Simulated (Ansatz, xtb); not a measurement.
## Relaxing a trial structure of BFH6OSi2

The starting geometry of this gas-phase singlet has its atoms placed at random.

```xyz
11

B     1.6258    0.3920    1.6755
F    -0.9669   -1.4650   -2.0135
O    -0.7315   -0.6690   -0.7723
Si    0.3577   -0.0377    0.6974
Si    0.5453    1.1282   -0.8629
H    -1.1818   -0.3249   -1.5044
H     1.3493    0.7263   -1.9745
H    -0.4418   -1.3715    1.4278
H    -0.4280   -2.0090   -1.4895
H     1.7149   -1.1947    0.3367
H    -1.4032    0.4215    0.1882
```

One run relaxed it with r2SCAN-D4/def2-SVP. What is a likely outcome?

It loosens into BH5OSi2 + FH, which stay close as a complex. Distances that change by over a tenth: B1–Si4 (1.66 → 1.88 Å), F2–O3 (1.49 → 2.49 Å), O3–Si4 (1.94 → 1.69 Å), Si4–H8 (1.72 → 1.48 Å), Si4–H10 (1.82 → 2.73 Å). Contacts that open: Si4–Si5 (1.96 → 3.05 Å). Contacts that close: B1–Si5 (2.86 → 1.86 Å), B1–H10 (2.08 → 1.20 Å), Si5–H11 (2.32 → 1.50 Å).

The energy falls by 19.67 eV over 49 steps:

| step | E − E(last) (eV) |
| --- | --- |
| 1 | 19.673 |
| 6 | 5.975 |
| 12 | 2.094 |
| 17 | 0.668 |
| 22 | 0.156 |
| 28 | 0.037 |
| 33 | 0.025 |
| 38 | 0.009 |
| 44 | 0.000 |
| 49 | 0.000 |

Final geometry (Å):

```xyz
11

B     1.3988   -0.1074    0.1960
F    -0.4857   -2.8940   -1.3794
O    -1.5943   -0.9023   -0.3816
Si   -0.1010   -1.2355    0.3393
Si    0.9029    1.4488   -0.6932
H    -1.6479   -0.0360   -0.8152
H     1.6490    2.7257   -0.8972
H    -0.4090   -2.3537    1.2660
H    -1.2504   -2.3331   -1.3834
H     2.4430   -0.3310    0.7519
H    -0.4656    1.6146   -1.2948
```

From the same start GFN2-xTB ends elsewhere, in pieces: BFH4Si2 + H2O.

From so rough a start the end depends on the optimiser's path, so another program may land elsewhere. The end wasn't checked by frequencies. Run with Ansatz 0.2.0, 2.2 min on 2 threads of Intel(R) Xeon(R) Platinum 8259CL CPU @ 2.50GHz (Skylake/Cascade Lake), on a shared host.
